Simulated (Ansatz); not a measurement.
F3Sb, SMILES [F][Sb-]([F])[F], charge -1, multiplicity 2.

Geometry optimised at r2SCAN-D4/def2-SVPD. The geometry has at least one imaginary mode, so it is a saddle point at that level. The def2 effective core potentials stand for the cores of Sb; spin–orbit coupling is left out.

Two levels are set side by side: PBE/def2-SVPD (Ansatz, an electronic-structure program) and ωB97X-V/def2-SVPD (Ansatz). Energy differences of separate SCF runs at the same geometry; the states with an electron removed or added have multiplicity 1. Differences are taken from unrounded values.

| quantity | ωB97X-V | PBE | PBE minus ωB97X-V |
|---|---|---|---|
| vertical ionisation energy (eV) | 3.37 | 2.90 | -0.47 |
